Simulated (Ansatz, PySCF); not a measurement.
HBF (SMILES [BH]F), doublet, at a GFN2-xTB geometry. Base run: B3LYP/6-31G** run with PySCF.

Input for PySCF:
```python
from pyscf import gto, scf, dft

mol = gto.Mole()
mol.atom = '''
    B    -0.621149    0.422611    0.010609
    F     0.523029   -0.210101   -0.001078
    H    -1.601514   -0.222146   -0.043347
'''
mol.basis = '6-31g**'
mol.charge = 0
mol.spin = 1
mol.verbose = 4
mol.build()

mf = dft.UKS(mol)
mf.xc = 'b3lyp'
mf.kernel()
```

The same geometry, method and basis name were run in Ansatz (a program for electronic structure) and PySCF, at each program's defaults and at the settings that a row names. The base is PySCF at its defaults. Differences at the defaults can come from grids, fitting, cores and function types together.

```json
[
 {"code and settings": "PySCF, defaults (exact integrals, its default grid, spherical functions)", "ΔE vs base (µEh)": "0.0", "basis functions": "33", "E (Eh)": "-125.24804", "SCF cycles": "9", "dipole (D)": "0.37"},
 {"code and settings": "Ansatz, defaults (factorised integrals, its default grid, Cartesian functions)", "ΔE vs base (µEh)": "-1717", "basis functions": "35", "E (Eh)": "-125.24976", "SCF cycles": "-", "dipole (D)": "-"},
 {"code and settings": "PySCF, density fitting with def2-universal-jkfit", "ΔE vs base (µEh)": "-20.2", "basis functions": "33", "E (Eh)": "-125.24806", "SCF cycles": "9", "dipole (D)": "0.37"},
 {"code and settings": "PySCF, fine grid", "ΔE vs base (µEh)": "0.1", "basis functions": "33", "E (Eh)": "-125.24804", "SCF cycles": "9", "dipole (D)": "0.37"},
 {"code and settings": "Ansatz, high accuracy, Cartesian functions as the basis file defines them", "ΔE vs base (µEh)": "-1722", "basis functions": "35", "E (Eh)": "-125.24976", "SCF cycles": "-", "dipole (D)": "-"}
]
```

Open shells are given as the SCF converged; they aren't shown to be the lowest states, and a large step between rows can be another state.
